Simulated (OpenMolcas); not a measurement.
**V4+ in a point-charge field**

V4+ among 4 point charges of -1.5 e arranged as a tetrahedron (Td), 1.6 Å from the ion.
```
   0.9238    0.9238    0.9238  -1.50
   0.9238   -0.9238   -0.9238  -1.50
  -0.9238    0.9238   -0.9238  -1.50
  -0.9238   -0.9238    0.9238  -1.50
```

| Quantity | Value |
| --- | --- |
| Program | OpenMolcas 26.06 |
| Method | SS-CASPT2, IPEA 0.25 Eh, imaginary shift 0.1 Eh (closed shells correlated: 3s 3p) |
| Basis | ANO-RCC-VTZP [6s5p3d2f1g] |
| Scalar Hamiltonian | DKH2, point nucleus |
| Active space | 1 electron in 5 orbitals (3d) |
| State averaging | 2S+1 = 2 even, 5 roots |
| Spin-orbit coupling | state interaction with AMFI integrals over the reference wave functions |

The lowest spin-free states (labels of Td), above the lowest:

| State | Degeneracy | E (cm-1) | Free-ion L (%) |
| --- | --- | --- | --- |
| 2E | 2 | 0 | D (100) |
| 2T2 | 3 | 3140 | D (100) |

The lowest levels with spin-orbit coupling:

```csv
E (cm-1),Degeneracy,Label,2S+1,g
0,4,Γ8,2,
3080,4,Γ8,2,
3400,2,Γ7,2,1.99 1.99 1.99
```

Powder χT (cm3 K/mol): 0.272 at 2 K, 0.274 at 10 K, 0.287 at 50 K, 0.303 at 100 K, 0.336 at 200 K, 0.368 at 300 K. The effective moment at 300 K is 2.828 √(χT) = 1.72 μB.

The lowest level has 2S+1 = 2, for which the spin-only value is χT = S(S+1) / 2 = 0.375 cm3 K/mol (g = 2). The computed 0.368 at 300 K differs by -0.007, through orbital momentum, spin-orbit coupling and any other state in reach.

The gap between the two states is 10Dq = -3139 cm-1 (negative for this site).

Roots that are degenerate in the reference are averaged as groups; the widest CASPT2 spread within a group is 110 cm-1 (the 3-fold group of multiplicity 2 near 3140 cm-1 above the lowest state of its run). Shifts and gaps below about the spread of the groups concerned are not significant. An orbital doublet at a regular site is open to a Jahn-Teller distortion, which this geometry leaves out. The ground term spreads over less than 5000 cm-1, several times less than with real ligands, so orbital moments are less quenched and χT lies further from the spin-only value than at real sites. Free-ion shares, where given, are those of the reference states; single-state CASPT2 does not remix them. Point charges carry no covalency, so the field is a model and not that of real ligands. No measured value stands beside these numbers.
